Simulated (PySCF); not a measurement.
**Correlation energy of Ag (silver, neutral)**

[Kr] 4d10 5s1, 2S determinant. All numbers are calculated (PySCF 2.14, the spin-free X2C one-electron Hamiltonian (Gaussian nucleus), in ANO-RCC-VTZP (7s6p4d2f1g, 68 functions)). Frozen: [Ar] 3d10; 19 electrons correlated.

```json
{"level": "CCSD", "correlation energy (mhartree)": "-578.38"}
{"level": "(T)", "correlation energy (mhartree)": "-17.11"}
{"level": "CCSD(T)", "correlation energy (mhartree)": "-595.49"}
```

Diagnostics: T1 = 0.017, D1 = 0.0874, largest double amplitude 0.022.

Task: Is a single reference adequate?

Result: Yes, within this model without spin-orbit coupling: T1 lies below 0.03 and no double amplitude reaches 0.07.
